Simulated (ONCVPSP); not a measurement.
## zinc (Zn): excitation energies, all-electron against ONCV

* Element: zinc (Zn)
* Generator: ONCVPSP 4.0.1
* Type: optimised norm-conserving Vanderbilt (ONCV)
* Functional: PBE
* Relativity: scalar-relativistic
* Frozen core: [Ne]
* Valence charge: 20
* Reference configuration: 3s2 3p6 3d10 4s2
* Partial waves: 3s+4s: rc 1.20 bohr, ncon 4, nbas 9, qcut 8.8 1/bohr, 2 projectors; 3p: rc 0.75 bohr, ncon 4, nbas 7, qcut 11.3 1/bohr, 2 projectors, debl 3.1 Ha; 3d: rc 0.90 bohr, ncon 5, nbas 9, qcut 20.6 1/bohr, 2 projectors, debl 3.4 Ha
* Local potential: polynomial inside 0.75 bohr (lpopt 5, dvloc0 -1 Ha)
* Core correction: none

Energies are relative to the spin-unpolarised reference configuration 3s2 3p6 3d10 4s2; without spin polarisation the order of configurations can differ from experiment.

```
valence configuration  charge  ΔE all-electron (eV)  error AE − PS (meV)
     3s2 3p6 3d10 4s1      +1                 9.889                 -0.2
      3s2 3p6 3d9 4s0      +3                68.865                 -9.2
```

Task: What are ΔE and the potential's error for 3s1 3p6 3d10 4s2?

Result: ΔE = 138.047 eV all-electron; the error (AE − PS) is -105 meV.

Task: What are ΔE and the potential's error for 3s2 3p6 3d10 4s0?

Result: ΔE = 28.331 eV all-electron; the error (AE − PS) is +1.2 meV.

Levels in the configuration 3s1 3p6 3d10 4s2:

```tsv
level	all-electron (eV)	pseudo (eV)
3s	-147.595	-147.763
3p	-101.576	-101.591
3d	-27.291	-27.398
4s	-15.983	-15.970
```
